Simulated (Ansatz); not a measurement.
This geometry of C3H8O2Si (14 atoms, charge 0, multiplicity 1) is a first-order saddle point.

Level of theory: Ansatz 0.2.0, RKS PBE-D4/def2-SVP.

```xyz
14
Properties=species:S:1:pos:R:3
C 0.663 -2.691 -0.185
C -0.327 -1.865 0.194
O -0.490 -0.594 -0.280
Si 0.171 0.824 0.371
C -0.120 2.117 -0.949
O -0.536 1.217 1.841
H 1.436 -2.368 -0.899
H 0.706 -3.714 0.214
H -1.111 -2.190 0.905
H 1.609 0.590 0.711
H 0.239 3.111 -0.615
H 0.415 1.847 -1.882
H -1.199 2.199 -1.193
H -1.470 1.486 1.795
```

Problem. Which two structures does it join? (They come from a converged band through this point; their orientation in space is the band's.)

Solution. No bond is made or broken. The dihedral C1–C2–O3–Si4 goes from 171 to 21°.

Initial state:

```xyz
14
Properties=species:S:1:pos:R:3
C 0.147 -2.935 -0.286
C 0.413 -1.743 0.274
O 0.035 -0.559 -0.288
Si 0.143 0.957 0.469
C -0.048 2.185 -0.926
O -1.008 1.125 1.676
H -0.407 -3.006 -1.233
H 0.491 -3.857 0.203
H 0.972 -1.666 1.228
H 1.445 1.045 1.205
H -0.037 3.225 -0.543
H 0.777 2.072 -1.658
H -1.002 2.022 -1.468
H -1.934 1.105 1.377
```

Final state:

```xyz
14
Properties=species:S:1:pos:R:3
C 0.122 -2.464 0.613
C 0.495 -1.833 -0.517
O 0.341 -0.509 -0.806
Si 0.121 0.756 0.311
C 0.036 2.287 -0.757
O -1.245 0.534 1.263
H -0.384 -1.940 1.438
H 0.311 -3.542 0.713
H 0.972 -2.376 -1.352
H 1.248 0.752 1.294
H -0.113 3.192 -0.135
H 0.974 2.411 -1.335
H -0.801 2.222 -1.483
H -2.090 0.479 0.782
```

Problem. How far does it lie above each of them?

Solution. 0.074 eV above the first and 0.110 eV above the second. This is the barrier of this one path; another mechanism may lie lower.

Run time: 6.1 min on 2 threads of AMD EPYC 7R43 64-Core Processor (Zen 3), with other jobs on the host, peak memory 0.2 GiB.
